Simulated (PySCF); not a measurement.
Species: C3H8OSi.
Atom-mapped SMILES: `[CH2:1]1[CH2:2][O:3][SiH2:4][CH2:5]1` (hydrogens: H6, H7 on C1; H8, H9 on C2; H10, H11 on Si4; H12, H13 on C5)

The same species was optimised twice, with GFN2-xTB and with PBE0-D3(BJ)/def2-SVP (PySCF), and the same property calculations (PySCF, gas phase) were run on both structures.

```csv
coordinate,GFN2-xTB,PBE0-D3(BJ)/def2-SVP,change
O3–Si4 (Å),1.635,1.683,+0.048
Si4–H10 (Å),1.459,1.493,+0.034
Si4–H11 (Å),1.460,1.493,+0.033
Si4–C5 (Å),1.908,1.889,-0.019
C5–H13 (Å),1.090,1.103,+0.013
C5–H12 (Å),1.087,1.099,+0.012
C1–H6 (Å),1.092,1.103,+0.011
C1–H7 (Å),1.091,1.102,+0.011
C2–H9 (Å),1.096,1.108,+0.012
C2–H8 (Å),1.094,1.102,+0.008
C1–C5 (Å),1.529,1.537,+0.008
C2–O3 (Å),1.408,1.415,+0.007
C1–C2 (Å),1.530,1.531,+0.001
H10–Si4–H11 (°),113.9,108.4,-5.5
O3–Si4–H10 (°),108.4,110.6,+2.2
C2–O3–Si4 (°),114.6,112.5,-2.1
C5–Si4–H11 (°),112.8,114.6,+1.8
H6–C1–H7 (°),108.5,106.9,-1.6
C1–C5–H12 (°),111.3,112.8,+1.5
O3–Si4–H11 (°),110.4,111.8,+1.4
Si4–C5–H13 (°),110.9,109.4,-1.5
```

Rotational constants: A = 6185, B = 4489, C = 2892 MHz (GFN2-xTB) against A = 6028, B = 4480, C = 2859 MHz (PBE0-D3(BJ)/def2-SVP). Point groups within 0.08 Å: C1 and C1. Atoms that the bonding makes alike are paired by their places after alignment.

On the GFN2-xTB structure: lowest singlet, TDDFT (eV) 6.70 [B3LYP/def2-SVPD]; lowest triplet, Tamm–Dancoff (eV) 6.48 [B3LYP/def2-SVPD]; isotropic polarisability (au) 62.5 [B3LYP/def2-SVPD]; HOMO (eV) -7.60 [B3LYP/def2-SVPD]; LUMO (eV) 0.20 [B3LYP/def2-SVPD]; dipole (D) 1.64 [B3LYP/def2-SVPD]; HOMO (eV) -7.78 [PBE0/pcSseg-1]; LUMO (eV) 0.72 [PBE0/pcSseg-1]; dipole (D) 1.69 [PBE0/pcSseg-1]; GIAO shielding of C1 (ppm) 157.6 [PBE0/pcSseg-1]; GIAO shielding of C2 (ppm) 114.4 [PBE0/pcSseg-1]; GIAO shielding of O3 (ppm) 307.0 [PBE0/pcSseg-1]; GIAO shielding of Si4 (ppm) 351.3 [PBE0/pcSseg-1]; GIAO shielding of C5 (ppm) 175.4 [PBE0/pcSseg-1]; C1s of C1 (eV) 290.72 [delta-SCF UKS SCAN, pcX-2 on the ionised atom, pcseg-1 elsewhere, spin-free X2C]; C1s of C2 (eV) 292.05 [delta-SCF UKS SCAN, pcX-2 on the ionised atom, pcseg-1 elsewhere, spin-free X2C]; O1s of O3 (eV) 537.69 [delta-SCF UKS SCAN, pcX-2 on the ionised atom, pcseg-1 elsewhere, spin-free X2C]; Si1s of Si4 (eV) 1846.72 [delta-SCF UKS SCAN, pcX-2 on the ionised atom, pcseg-1 elsewhere, spin-free X2C]; Si2p of Si4 (eV) 107.12 [delta-SCF UKS SCAN, pcX-2 on the ionised atom, pcseg-1 elsewhere, spin-free X2C]; C1s of C5 (eV) 290.10 [delta-SCF UKS SCAN, pcX-2 on the ionised atom, pcseg-1 elsewhere, spin-free X2C].

Question: What do these properties become on the PBE0-D3(BJ)/def2-SVP structure?

Answer: 
```
                                    property                                                                            level  on GFN2-xTB  on PBE0-D3(BJ)/def2-SVP  change
                  lowest singlet, TDDFT (eV)                                                                  B3LYP/def2-SVPD         6.70                     6.66   -0.04
           lowest triplet, Tamm–Dancoff (eV)                                                                  B3LYP/def2-SVPD         6.48                     6.41   -0.07
               isotropic polarisability (au)                                                                  B3LYP/def2-SVPD         62.5                     64.1    +1.6
                                   HOMO (eV)                                                                  B3LYP/def2-SVPD        -7.60                    -7.58   +0.02
                                   LUMO (eV)                                                                  B3LYP/def2-SVPD         0.20                     0.19   -0.01
                                  dipole (D)                                                                  B3LYP/def2-SVPD         1.64                     1.87   +0.23
energy, GFN2-xTB geometry as zero (kcal/mol)                                                                  B3LYP/def2-SVPD          0.0                     -2.6    -2.6
                                   HOMO (eV)                                                                    PBE0/pcSseg-1        -7.78                    -7.76   +0.02
                                   LUMO (eV)                                                                    PBE0/pcSseg-1         0.72                     0.71   -0.01
                                  dipole (D)                                                                    PBE0/pcSseg-1         1.69                     1.92   +0.23
energy, GFN2-xTB geometry as zero (kcal/mol)                                                                    PBE0/pcSseg-1          0.0                     -1.9    -1.9
                  GIAO shielding of C1 (ppm)                                                                    PBE0/pcSseg-1        157.6                    155.2    -2.4
                  GIAO shielding of C2 (ppm)                                                                    PBE0/pcSseg-1        114.4                    114.2    -0.2
                  GIAO shielding of O3 (ppm)                                                                    PBE0/pcSseg-1        307.0                    299.3    -7.7
                 GIAO shielding of Si4 (ppm)                                                                    PBE0/pcSseg-1        351.3                    346.2    -5.1
                  GIAO shielding of C5 (ppm)                                                                    PBE0/pcSseg-1        175.4                    175.1    -0.3
                              C1s of C1 (eV)  delta-SCF UKS SCAN, pcX-2 on the ionised atom, pcseg-1 elsewhere, spin-free X2C       290.72                   290.86   +0.14
                              C1s of C2 (eV)  delta-SCF UKS SCAN, pcX-2 on the ionised atom, pcseg-1 elsewhere, spin-free X2C       292.05                   292.11   +0.06
                              O1s of O3 (eV)  delta-SCF UKS SCAN, pcX-2 on the ionised atom, pcseg-1 elsewhere, spin-free X2C       537.69                   537.69    0.00
                            Si1s of Si4 (eV)  delta-SCF UKS SCAN, pcX-2 on the ionised atom, pcseg-1 elsewhere, spin-free X2C      1846.72                  1846.90   +0.18
                            Si2p of Si4 (eV)  delta-SCF UKS SCAN, pcX-2 on the ionised atom, pcseg-1 elsewhere, spin-free X2C       107.12                   107.25   +0.13
                              C1s of C5 (eV)  delta-SCF UKS SCAN, pcX-2 on the ionised atom, pcseg-1 elsewhere, spin-free X2C       290.10                   290.28   +0.18
```

The heavy atoms differ by 0.023 Å rms after alignment (one structure mirrored). Among all bonds O3–Si4 changes most (+0.048 Å). Changes are differences of the printed values. Neither structure is proved a minimum here.
